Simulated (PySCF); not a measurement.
C4H4O, SMILES c1ccoc1. Atoms are numbered in the order given.

```xyz
9

C      0.0000     0.7183    -0.9608
C      0.0000    -0.7183    -0.9608
C      0.0000    -1.0940     0.3523
O      0.0000     0.0000     1.1555
C      0.0000     1.0940     0.3523
H      0.0000     1.3793    -1.8248
H      0.0000    -1.3793    -1.8248
H      0.0000    -2.0576     0.8545
H      0.0000     2.0576     0.8545
```
Charge 0, spin multiplicity 1.

Coordinates come from a B3LYP-D3(BJ)/def2-SVP optimisation.

These are PBE/def2-TZVP in PySCF values and carry that method's errors.

Symmetry labels are those of the subgroup C2v that the program uses (full group C2v).

Question: List the valence orbital energies around the gap with their symmetry. (The exact figures need the calculation; the answer reports its results.)

Answer: 
```tsv
orbital	symmetry	energy (eV)
HOMO−7	A1	-13.27
HOMO−6	B1	-11.03
HOMO−5	B2	-10.88
HOMO−4	B2	-9.86
HOMO−3	A1	-9.60
HOMO−2	A1	-8.86
HOMO−1	B1	-6.82
HOMO	A2	-5.61
LUMO	B1	-0.74
LUMO+1	A2	0.61
LUMO+2	A1	1.20
LUMO+3	A1	1.78
```
